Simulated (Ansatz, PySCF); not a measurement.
This singlet lies 0.28 eV above the relaxed triplet at the level B3LYP-D3(BJ)/def2-TZVP // PBE-D3(BJ)/def2-SVP (PySCF); other levels give the other order.

Species: [Ni(H2O)(NH3)5]2+ (charge 2, multiplicity 1).

Task: Give a relaxed geometry from PBE-D3(BJ)/def2-SVP run with Ansatz (a first-principles code).

Result: Several could match; the one computed here: the end point of this relaxation, one of several conformers.
Cartesian coordinates (Å) in one orientation:
```xyz
24

Ni    -0.118     0.000    -0.032
O     -3.063     1.819    -1.689
H     -3.875     1.526    -2.154
H     -3.116     2.797    -1.709
N      3.077    -1.759     1.784
H      2.971    -1.980     2.788
H      3.982    -1.260     1.742
H      3.268    -2.678     1.352
N     -0.581     0.390    -1.876
H     -1.454     0.964    -1.978
H     -0.749    -0.475    -2.421
H      0.151     0.903    -2.396
N      1.708    -0.378    -0.557
H      2.232    -0.873     0.210
H      2.248     0.481    -0.762
H      1.796    -0.973    -1.397
N     -1.942     0.365     0.518
H     -2.489    -0.507     0.639
H     -2.482     0.944    -0.172
H     -2.019     0.863     1.420
N      0.367    -0.403     1.798
H      1.299    -0.894     1.854
H     -0.307    -1.011     2.292
H      0.459     0.447     2.381
```
